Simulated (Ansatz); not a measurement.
C$_{2}$H$_{8}$FNSi, SMILES `CC(F)[SiH2]N`, relaxed with RKS PBE0-D4/def2-TZVP in the Gaussian-basis code of Ansatz from a PBE-D4/def2-SVP geometry. The force threshold is 0.005 eV/Å; the program also tests the step.

Charge 0, multiplicity 1.

Start:

```xyz
13

C     0.333    0.849   -1.445
C    -0.741    0.685   -0.382
F    -1.997    0.510   -1.002
Si   -0.491   -0.824    0.774
N     1.049   -0.683    1.594
H     0.412   -0.059   -2.080
H     1.317    1.030   -0.966
H     0.109    1.711   -2.107
H    -0.799    1.612    0.236
H    -1.551   -0.822    1.839
H    -0.660   -2.053   -0.093
H     1.113   -1.045    2.548
H     1.907   -0.910    1.084
```

Question: How much energy does the relaxation release, and in how many steps? (Best estimate.)

Answer: Ansatz gave: 5.55 kJ/mol, in 13 steps, 1 of them rejected.

Question: Which bonds change most? (An estimate is asked.)

Answer: The calculation gave: Si4–N5 from 1.750 to 1.719 Å; Si4–H11 from 1.513 to 1.491 Å; C2–H9 from 1.116 to 1.097 Å; C2–Si4 from 1.917 to 1.899 Å.

Question: Give the relaxed structure. (An estimate is asked.)

Answer: The calculation gave: 
```xyz
13

C     0.323    0.844   -1.433
C    -0.733    0.680   -0.369
F    -1.987    0.536   -0.987
Si   -0.482   -0.830    0.755
N     1.038   -0.739    1.553
H     0.388   -0.045   -2.065
H     1.298    1.009   -0.965
H     0.104    1.704   -2.071
H    -0.789    1.590    0.242
H    -1.528   -0.845    1.809
H    -0.617   -2.028   -0.122
H     1.092   -0.859    2.550
H     1.893   -1.017    1.103
```
